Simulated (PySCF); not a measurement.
# Excitation energy of Cl²⁺ by level of theory

Cl²⁺ [Ne] 3s2 3p3 (4S) → Cl²⁺ [Ne] 3s1 3p4 (4P), as a difference of total energies. Calculation: PySCF 2.14, in aug-cc-pCVTZ-DK with one added diffuse shell each of s, p, d, f type (9s8p6d4f, 91 functions); the spin-free X2C one-electron Hamiltonian (Gaussian nucleus). Correlated levels: valence: [Ne] frozen; valence and next inner shell: 1s2 frozen; nothing frozen. The calculations carry no spin-orbit coupling.

```json
{"method": "UHF", "excitation energy (eV)": "13.025"}
{"method": "LDA", "excitation energy (eV)": "12.762"}
{"method": "PBE", "excitation energy (eV)": "12.648"}
{"method": "PBE0", "excitation energy (eV)": "12.820"}
{"method": "r2SCAN", "excitation energy (eV)": "12.379"}
{"method": "HSE06", "excitation energy (eV)": "12.828"}
{"method": "PW91", "excitation energy (eV)": "12.636"}
{"method": "CAM-B3LYP", "excitation energy (eV)": "12.979"}
{"method": "B97-3", "excitation energy (eV)": "13.072"}
{"method": "MP2 (valence)", "excitation energy (eV)": "12.975"}
{"method": "SCS-MP2 (valence)", "excitation energy (eV)": "12.967"}
{"method": "MP2 (valence and next inner shell)", "excitation energy (eV)": "13.046"}
{"method": "SCS-MP2 (valence and next inner shell)", "excitation energy (eV)": "13.017"}
{"method": "MP2 (all electrons)", "excitation energy (eV)": "13.037"}
{"method": "SCS-MP2 (all electrons)", "excitation energy (eV)": "13.011"}
```

A first-order spin-orbit estimate (lowest level to lowest level, LS coupling) adds -0.047 eV.
